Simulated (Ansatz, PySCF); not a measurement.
This singlet lies 1.72 eV below the relaxed triplet at the level composite: frozen-core CCSD(T) with HF/cc-pVQZ and the correlation energy extrapolated as X^-3 from cc-pVTZ and cc-pVQZ, plus CCSDT(Q) minus CCSD(T) in cc-pVDZ // PBE0-D3(BJ)/def2-TZVP (Ansatz, a first-principles code).

Cartesian coordinates (Å):
SMILES: O[SiH]
```xyz
4

O     -0.6860    -0.3627    -0.0515
Si     0.5806     0.6961     0.0929
H     -1.5513     0.0527    -0.0056
H      1.6567    -0.3861    -0.0358
```
Charge 0, spin multiplicity 1.

Problem. Predict the dipole moment, total energy, HOMO, HOMO–LUMO gap and LUMO from PBE-D3(BJ)/def2-TZVP // PBE0-D3(BJ)/def2-TZVP (PySCF).

Solution. 
The dipole moment comes out as 1.30 D. The total energy is -9951.69 eV and the HOMO comes out as -5.36 eV. The HOMO–LUMO gap comes out as 2.45 eV. The LUMO is -2.90 eV.
